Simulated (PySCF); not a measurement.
## HOMO energy and vertical ionisation energy

ωB97X-D3(BJ)/ma-def2-TZVP single points (PySCF) on relaxed neutral molecules. The ionisation energy is the difference of two SCF energies at the neutral's structure.

```tsv
molecule	−ε(HOMO) / eV	vertical ionisation energy / eV
`C#CC#CC#CC#C` (C8H2)	9.10	8.89
1,3-pentadiyne, `C#CC#CC` (C5H4)	9.41	9.37
`CSSC(F)(F)F` (C2H3F3S2)	9.90	9.76
1,3-butadiyne, `C#CC#C` (C4H2)	9.95	10.03
propyne, `C#CC` (C3H4)	10.17	?
acetylene, `C#C` (C2H2)	10.92	11.31
methane, `C` (CH4)	13.62	14.32
```

Q: Fit a straight line to the complete rows and predict the ionisation energy of propyne, `C#CC` (C3H4).

A: IE = -1.962 + 1.2·(−ε) (6 points, rms 0.10 eV, correlation 0.998). At 10.17 this gives 10.24 eV; the calculation itself gave 10.33 eV, so the fit is off by 0.09.

(propyne) Run with `OMP_NUM_THREADS=1 python redox_run.py task.json out` on 1 thread of Arm Neoverse V1, a shared host. Structures, frequencies and single points: 91 s of wall time.
